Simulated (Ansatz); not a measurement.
Basis sets compared for ZnN₄O₂H₁₄ (relaxed from a model of trans-Zn(OH)2(NH3)4, whose bonding it doesn't keep). Charge 0, multiplicity 1. Geometry B3LYP-D4/def2-SVP. Ansatz on 4 threads of Arm Neoverse V2 on a shared host; times are rough, and most runs start from earlier orbitals.

| atom | x (Å) | y (Å) | z (Å) |
| --- | --- | --- | --- |
| N1 | 1.993 | 0.371 | 1.135 |
| N2 | -3.011 | 0.929 | -0.518 |
| N3 | -0.408 | 2.045 | -0.891 |
| N4 | 1.573 | -2.393 | 0.743 |
| O5 | -1.047 | -0.705 | 0.685 |
| O6 | 1.334 | -0.676 | -1.621 |
| Zn7 | 0.384 | 0.201 | -0.236 |
| H8 | -1.056 | -0.496 | 1.629 |
| H9 | 0.733 | -1.208 | -2.160 |
| H10 | 2.855 | 0.680 | 0.683 |
| H11 | 2.077 | -0.666 | 1.277 |
| H12 | 1.932 | 0.829 | 2.044 |
| H13 | -2.451 | 0.198 | -0.020 |
| H14 | -3.512 | 0.456 | -1.273 |
| H15 | -3.729 | 1.260 | 0.129 |
| H16 | -1.443 | 1.863 | -0.867 |
| H17 | -0.130 | 2.226 | -1.857 |
| H18 | -0.219 | 2.895 | -0.359 |
| H19 | 0.557 | -2.357 | 0.887 |
| H20 | 1.877 | -3.362 | 0.832 |
| H21 | 1.691 | -2.091 | -0.241 |

In the singlet geometry the species has come apart into loosely held pieces.

Binding counts from free atoms (N quartet, O triplet, Zn singlet, H doublet) in the same basis, without a counterpoise term.

```json
{"level": "PBE-D4/def2-SVP", "functions": "185", "energy (Eh)": "-2156.1262", "HOMO (eV)": "-4.07", "LUMO (eV)": "-0.10", "binding per atom (eV)": "3.36", "wall time": "2.5 s"}
{"level": "PBE0-D4/def2-SVP", "functions": "185", "energy (Eh)": "-2156.1779", "HOMO (eV)": "-5.77", "LUMO (eV)": "0.72", "binding per atom (eV)": "3.27", "wall time": "3.9 s"}
```

Task: Estimate the rows for PBE-D4/def2-TZVP (with forces), PBE0-D4/def2-TZVP.

Result: 
```tsv
level	functions	energy (Eh)	HOMO (eV)	LUMO (eV)	binding per atom (eV)	wall time
PBE-D4/def2-TZVP (with forces)	318	-2156.8521	-4.75	-0.62	3.34	4.9 s
PBE0-D4/def2-TZVP	318	-2156.8837	-6.35	0.18	3.26	9.5 s
```
